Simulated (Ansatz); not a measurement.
Relaxation of BMe3 (C3H9B) with RKS PBE0-D4/def2-SVP.

```sh
$ ansatz run in.yaml --threads 2 --pin off --events-out ev --progress --plain --max-ram 4352MiB
```

```yaml
crystal:
  periodic: [false, false, false]
  atoms:
    - {symbol: B, position_ang: [0.000030, -0.000230, -0.012390]}
    - {symbol: C, position_ang: [1.577440, -0.022700, -0.020830]}
    - {symbol: C, position_ang: [-0.768680, 1.377560, -0.004220]}
    - {symbol: C, position_ang: [-0.809200, -1.354630, 0.010790]}
    - {symbol: H, position_ang: [1.964540, 0.459030, 0.877150]}
    - {symbol: H, position_ang: [1.972570, 0.555320, -0.855080]}
    - {symbol: H, position_ang: [2.010500, -1.018440, -0.071250]}
    - {symbol: H, position_ang: [-1.363390, 1.470260, 0.904630]}
    - {symbol: H, position_ang: [-1.480860, 1.431510, -0.826860]}
    - {symbol: H, position_ang: [-0.124980, 2.251760, -0.065090]}
    - {symbol: H, position_ang: [-1.889250, -1.234010, -0.014810]}
    - {symbol: H, position_ang: [-0.562650, -1.925500, 0.905930]}
    - {symbol: H, position_ang: [-0.526080, -1.989930, -0.827960]}
basis:
  gaussian: {orbitals: def2-SVP}
hamiltonian: {xc: pbe0, dispersion: d4}
scf: {omitted_lower_state_checks: [starts]}
output: {orbitals: {seedname: orbitals}}
relax: {f_tol: 0.02, max_steps: 100}
```

Hardware: 2 threads of Arm Neoverse V2 on a shared host. Wall time 7 s.

Positions (Å) and forces (eV/Å) at steps 1, 2, 3 of 3:

```xyz
13
step=1 energy=-3927.0021 eV
B     0.000    0.000   -0.012   -0.009    0.010    0.024
C     1.577   -0.023   -0.021   -0.507   -0.273   -0.036
C    -0.769    1.378   -0.004    0.484   -0.296   -0.051
C    -0.809   -1.355    0.011    0.033    0.567   -0.044
H     1.965    0.459    0.877    0.123    0.298    0.418
H     1.973    0.555   -0.855    0.130    0.348   -0.380
H     2.010   -1.018   -0.071    0.191   -0.450   -0.011
H    -1.363    1.470    0.905   -0.317   -0.043    0.419
H    -1.481    1.432   -0.827   -0.373   -0.061   -0.363
H    -0.125    2.252   -0.065    0.293    0.376   -0.014
H    -1.889   -1.234   -0.015   -0.480    0.068   -0.001
H    -0.563   -1.925    0.906    0.208   -0.259    0.413
H    -0.526   -1.990   -0.828    0.224   -0.285   -0.373
13
step=2 energy=-3927.0404 eV
B     0.000    0.000   -0.014   -0.002   -0.002    0.006
C     1.575   -0.033   -0.022   -0.149   -0.119   -0.009
C    -0.760    1.381   -0.006    0.182   -0.066   -0.013
C    -0.816   -1.348    0.010   -0.031    0.189   -0.007
H     1.954    0.472    0.881    0.034    0.088    0.101
H     1.965    0.557   -0.865    0.038    0.095   -0.093
H     2.019   -1.036   -0.063    0.050   -0.088   -0.001
H    -1.370    1.455    0.908   -0.092   -0.016    0.101
H    -1.480    1.425   -0.837   -0.102   -0.016   -0.089
H    -0.115    2.267   -0.057    0.050    0.085   -0.002
H    -1.907   -1.232   -0.007   -0.102    0.001    0.001
H    -0.545   -1.923    0.909    0.061   -0.073    0.098
H    -0.520   -1.985   -0.838    0.061   -0.078   -0.092
13
step=3 energy=-3927.0438 eV
B     0.000    0.000   -0.012    0.001   -0.002    0.003
C     1.574   -0.039   -0.021    0.015   -0.001   -0.004
C    -0.753    1.383   -0.005   -0.007    0.014   -0.002
C    -0.821   -1.343    0.011   -0.007   -0.014   -0.002
H     1.951    0.485    0.876   -0.001    0.002    0.003
H     1.960    0.550   -0.872   -0.003   -0.002   -0.003
H     2.027   -1.041   -0.052   -0.006    0.003    0.002
H    -1.380    1.446    0.903   -0.001   -0.001    0.003
H    -1.471    1.423   -0.844    0.002   -0.001   -0.003
H    -0.113    2.276   -0.047    0.001   -0.006    0.001
H    -1.916   -1.235    0.005    0.005    0.004    0.002
H    -0.533   -1.929    0.904    0.001    0.001    0.002
H    -0.524   -1.976   -0.845    0.000    0.004   -0.003
```
